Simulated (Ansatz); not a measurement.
`O=C=NP` + `[NH2][ZnH]` → `P[NH][ZnH]` + `N=C=O` at 500 K and 1 bar (ligand exchange at a P–N bond).

Computed with Ansatz on PBE0-D4/def2-TZVP structures; ΔE is electronic, products minus reactants. CCSD(T)/CBS is the MP2 limit (def2-TZVPP, def2-QZVPP) plus CCSD(T) − MP2 in def2-TZVPP, frozen cores. This one scheme is used for every species. For Zn outer-core shells are correlated without core-valence functions, which leaves a few kJ/mol of doubt a bond. Scalar relativity is left out up to krypton. One conformer a species, not always the lowest.

```csv
species,CCSD(T)/CBS energy (Eh),H − E (kJ/mol),S (J/(mol·K))
`O=C=NP`,-510.05485,112.9,338.9
`[NH2][ZnH]`,-1834.88092,106.3,294.3
`P[NH][ZnH]`,-2176.41496,140.0,359.7
`N=C=O`,-168.51995,77.7,264.2
```

H − E and S are ideal-gas, rigid-rotor, harmonic terms from PBE0-D4/def2-TZVP, for one conformer and one mirror image of each species. 1 Eh = 2625.50 kJ/mol, R = 8.31446 J/(mol·K).

**Question.** By hand: ΔE, ΔH, ΔS and ΔG.

**Answer.** ΔE = (-2176.41496) + (-168.51995) − (-510.05485) − (-1834.88092) = 0.00086 Eh = 2.3 kJ/mol. Δ(H − E) = 140.0 + 77.7 − 112.9 − 106.3 = -1.5, so ΔH = 0.8 kJ/mol. ΔS = 359.7 + 264.2 − 338.9 − 294.3 = -9.3 J/(mol·K). ΔG = 0.8 − 500 × (-9.3)/1000 = 5.5 kJ/mol.

**Question.** By hand: the equilibrium constant, and the temperature at which ΔG would vanish if ΔH and ΔS stayed fixed.

**Answer.** log₁₀ K = −ΔG/(RT ln 10) = -0.6. ΔH and −TΔS have one sign here, so there is no such temperature.

TΔS isn't small against ΔH here. The sign of ΔG lies within the doubt. A doubt of 5 kJ/mol in ΔE shifts log₁₀ K by 0.5 here. Other conformers and mirror images would add mixing entropy, several J/(mol·K) or more a flexible species. These are equilibria of isolated gas molecules and say nothing of rates. Largest T1 diagnostic: 0.018 (customary marks: 0.02 for closed shells, 0.045 for open ones).

ΔS is within the doubt of such terms, so its sign, and with it that verdict, could turn.
